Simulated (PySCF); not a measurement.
**Correlation energy of Br+ (bromine, charge +1)**

[Ar] 3d10 4s2 4p4, high-spin 3P determinant. All numbers are calculated (PySCF 2.14, no relativity, point nucleus, in def2-SVP (5s4p3d, 32 functions)). Frozen: [Ar] 3d10; 6 electrons correlated.

MP2 pair energies summed by pair of shells (mhartree):

```json
{"pair": "4p-4p", "energy": "-37.64", "share (%)": "48.7"}
{"pair": "4s-4p", "energy": "-33.47", "share (%)": "43.3"}
{"pair": "4s-4s", "energy": "-6.23", "share (%)": "8.0"}
```

Total MP2 correlation energy: -77.34 mhartree.

Same-spin part -19.00 and opposite-spin part -58.34 mhartree; SCS-MP2 scales them by 1/3 and 6/5 to -76.34 mhartree.

| level | correlation energy (mhartree) |
| --- | --- |
| CCSD | -93.73 |
| (T) | -1.15 |
| CCSD(T) | -94.88 |

Diagnostics: T1 = 0.0062, D1 = 0.0211, largest double amplitude 0.054.

Question: Is a single reference adequate?

Answer: Yes, within this model without spin-orbit coupling: T1 lies below 0.03 and no double amplitude reaches 0.07.
